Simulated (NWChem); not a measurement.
# GeHCl, singlet; SMILES [Cl][GeH]

All runs: NWChem. Low-valent species are run as closed-shell singlets; no triplet was tried in these runs. Each level has its own optimisation; frequencies are unscaled.

```tsv
level	r Ge–H (Å)	r Cl–Ge (Å)	highest harmonic frequency (cm⁻¹)	lowest (cm⁻¹)	zero-point energy (kcal/mol)	dipole (D)
LDA (Slater exchange, VWN5)/def2-SVP	1.616	2.177	1830	413	4.2	1.26
Hartree-Fock/STO-3G	1.470	2.164	2311	465	5.4	2.82
B3LYP/3-21G	1.619	2.284	1801	376	4.1	2.99
BLYP/def2-SVP	1.630	2.234	1779	377	4.1	1.56
PBE0-D3(BJ)/def2-TZVP	1.601	2.182	1899	405	4.3	1.76
```
